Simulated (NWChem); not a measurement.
BNH5 cation; SMILES B[NH3+]

```xyz
7

B     -0.0012    -0.9277    -0.0148
N     -0.0019     0.6232    -0.0122
H     -1.0826    -1.4527     0.0052
H      1.0841    -1.4451     0.0041
H      0.0549     0.9381     0.9825
H     -0.8662     1.0517    -0.3964
H      0.8238     1.0438    -0.4819
```
Atoms are numbered in this order, from 1.

Structure relaxed at the PBE-D3(BJ)/def2-SVP level.

 Unshifted, non-relativistic core excitations; the lowest 4 roots alone, so stronger bands may lie above.

Q: List the first B K-edge excitations from BHandHLYP/def2-TZVP, restricted-window TDA (NWChem).

A: 
```tsv
state	energy (eV)	dipole oscillator strength	leading excitation (squared amplitude)
S1	186.1	0.0970	1s of atom 1 or its equivalents → LUMO (0.93)
S2	192.2	0.0195	1s of atom 1 or its equivalents → LUMO+1 (0.87)
S3	194.1	0.0130	1s of atom 1 or its equivalents → LUMO+2 (0.65)
S4	194.2	0.0194	1s of atom 1 or its equivalents → LUMO+3 (0.71)
```
